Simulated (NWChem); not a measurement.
System: CrNH$_{2}$SOF; SMILES [F][Cr](=[O])(=[S])[NH2]

NWChem input:

```
start job
memory heap 200 mb stack 900 mb global 1100 mb
geometry units angstroms
  Cr    -0.032128     0.004873    -0.319332
  O      1.157775    -0.379952    -1.242326
  S      0.574868    -0.062081     1.647036
  F     -0.736128     1.545380    -0.492215
  N     -1.281728    -1.287286    -0.430726
  H     -1.437350    -1.860941    -1.258247
  H     -1.884568    -1.624235     0.318362
end
basis spherical
  * library def2-svp
end
dft
  xc pbe0
  iterations 150
end
driver
  maxiter 120
end
task dft optimize
task dft freq
```

NWChem printed, in part:

```
             Northwest Computational Chemistry Package (NWChem) 7.3.0
             --------------------------------------------------------

 C1  symmetry detected

                             Geometry "geometry" -> ""
                             -------------------------

 Output coordinates in angstroms (scale by  1.889725989 to convert to a.u.)

  No.       Tag          Charge          X              Y              Z
 ---- ---------------- ---------- -------------- -------------- --------------
    1 Cr                  24.0000     0.03353394    -0.30975449     0.10236508
    2 O                    8.0000    -0.41853034    -0.75255065     1.52202941
    3 S                   16.0000     0.00481188     1.74557977    -0.01724349
    4 F                    9.0000     1.59105726    -0.74257413    -0.43191444
    5 N                    7.0000    -1.21851385    -0.82976382    -1.08319399
    6 H                    1.0000    -1.81101358    -1.65011905    -0.96465856
    7 H                    1.0000    -1.51246672    -0.33313039    -1.92285491

 Effective nuclear repulsion energy (a.u.)     412.1553929869

                                Z-matrix (autoz)
                                --------

 Units are Angstrom for bonds and degrees for angles

[...]

      ----------------------
      Optimization converged
      ----------------------

  Step       Energy      Delta E   Gmax     Grms     Xrms     Xmax
  ---- ---------------- -------- -------- -------- -------- --------
@    9   -1672.69314931 -1.1D-07  0.00003  0.00002  0.00042  0.00116
                                     ok       ok       ok       ok

                                Z-matrix (autoz)
                                --------

 Units are Angstrom for bonds and degrees for angles

[...]

 Rotational Constants
 --------------------
 A=   0.129700 cm-1  (  0.186605 K)
 B=   0.088615 cm-1  (  0.127494 K)
 C=   0.081087 cm-1  (  0.116664 K)

 Temperature                      =   298.15K
 frequency scaling parameter      =   1.0000

 Zero-Point correction to Energy  =   21.520 kcal/mol  (  0.034294 au)
 Thermal correction to Energy     =   25.358 kcal/mol  (  0.040410 au)
 Thermal correction to Enthalpy   =   25.950 kcal/mol  (  0.041354 au)

 Total Entropy                    =   78.434 cal/mol-K
   - Translational                =   40.593 cal/mol-K (mol. weight = 134.9246)
   - Rotational                   =   26.939 cal/mol-K (symmetry #  =        1)
   - Vibrational                  =   10.902 cal/mol-K

 Cv (constant volume heat capacity) =   20.769 cal/mol-K
   - Translational                  =    2.979 cal/mol-K
   - Rotational                     =    2.979 cal/mol-K
   - Vibrational                    =   14.810 cal/mol-K

[normal modes left out]

 ----------------------------------------------------------------------------
 Normal Eigenvalue ||           Projected Infra Red Intensities
  Mode   [cm**-1]  || [atomic units] [(debye/angs)**2] [(KM/mol)] [arbitrary]
 ------ ---------- || -------------- ----------------- ---------- -----------
    1       -0.000 ||    0.000151           0.003         0.148       0.035
    2       -0.000 ||    0.000000           0.000         0.000       0.000
    3       -0.000 ||    0.000471           0.011         0.459       0.109
    4        0.000 ||    0.002008           0.046         1.958       0.465
    5        0.000 ||    0.003076           0.071         2.999       0.712
    6        0.000 ||    0.001710           0.039         1.667       0.396
    7      221.814 ||    0.005440           0.125         5.303       1.259
    8      245.485 ||    0.005049           0.116         4.922       1.169
    9      262.375 ||    0.004132           0.095         4.028       0.956
   10      295.469 ||    0.006151           0.142         5.996       1.424
   11      321.579 ||    0.004604           0.106         4.488       1.066
   12      407.173 ||    0.005140           0.119         5.011       1.190
   13      511.588 ||    0.163725           3.777       159.608      37.901
   14      607.486 ||    0.015041           0.347        14.663       3.482
   15      705.973 ||    0.006733           0.155         6.564       1.559
   16      760.770 ||    0.135120           3.117       131.722      31.279
   17      801.482 ||    0.107438           2.479       104.736      24.871
   18     1174.540 ||    0.158162           3.649       154.184      36.613
   19     1474.351 ||    0.040076           0.925        39.068       9.277
   20     3572.925 ||    0.170495           3.933       166.207      39.468
   21     3697.616 ||    0.072442           1.671        70.620      16.770
 ----------------------------------------------------------------------------
```

Level: PBE0/def2-SVP.
